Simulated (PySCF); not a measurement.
C4H11NSi.
Cartesian coordinates in Å at the GFN2-xTB level; atoms count from 1:
```xyz
17
C4H11NSi angstrom
C     -1.2191   -1.2591   -0.6565
C     -0.8799   -0.2262    0.4087
C     -0.9425    1.2294   -0.1096
C      0.5461    1.6279   -0.0217
Si     0.9700   -0.0178    0.8657
N      2.0017   -1.2217    0.1945
H     -2.2665   -1.1821   -0.9505
H     -0.6083   -1.1111   -1.5453
H     -1.0423   -2.2656   -0.2830
H     -1.5511   -0.3791    1.2556
H     -1.5609    1.8570    0.5309
H     -1.3387    1.2903   -1.1232
H      0.9951    1.7557   -1.0059
H      0.7102    2.5551    0.5227
H      1.3517    0.0822    2.2729
H      2.9893   -1.1805    0.3810
H      1.8382   -1.5424   -0.7460
```

Computed at PBE0/pcSseg-1 (PySCF, non-relativistic), with Q(14N) = 0.02044 b: N6, 14N (I = 1): χzz = -4.340 MHz, η = 0.357.

(1) Find the zero-field quadrupole resonance frequencies of 14N at N6.

Answers

(1) From ν± = (3/4)|χ|(1 ± η/3) and ν0 = |χ|η/2: ν+ 3.642 MHz, ν− 2.868 MHz, ν0 0.774 MHz (silicon-bound nitrogen).

In a crystal, neighbours and librations shift these lines. Geometry: GFN2-xTB, one conformer, isolated molecule. GFN2-xTB bond lengths can be off by several hundredths of an ångström, more for odd bonds, and the gradients follow them. With so small a basis the couplings can be 20 % off.

These values come from a run that also computed NMR shieldings. On an Intel Xeon at 2.50 GHz with one thread (shared host), this took 59 s wall, 52 s CPU and 0.75 GiB of memory at its peak.
